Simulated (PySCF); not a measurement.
Be: excitation energy

Be [He] 2s2 (1S) → Be [He] 2p2 (3P), as a difference of total energies. All numbers are calculated (PySCF 2.14, no relativity, point nucleus, in aug-cc-pVTZ with one added diffuse shell each of s, p, d, f type (6s5p4d3f, 62 functions)). Correlated levels: valence: 1s2 frozen. The calculations carry no spin-orbit coupling.

| method | excitation energy (cm⁻¹) |
| --- | --- |
| UHF | 51992 |
| MP2 (valence) | 56886 |
| SCS-MP2 (valence) | 59017 |
| CCSD (valence) | 59989 |

Errors of the correlated levels include the incompleteness of this basis and the frozen core.

With two correlated electrons CCSD is exact in that space.

For comparison: 59696 cm⁻¹ (measured; NIST levels, between the centres of gravity of the two terms).
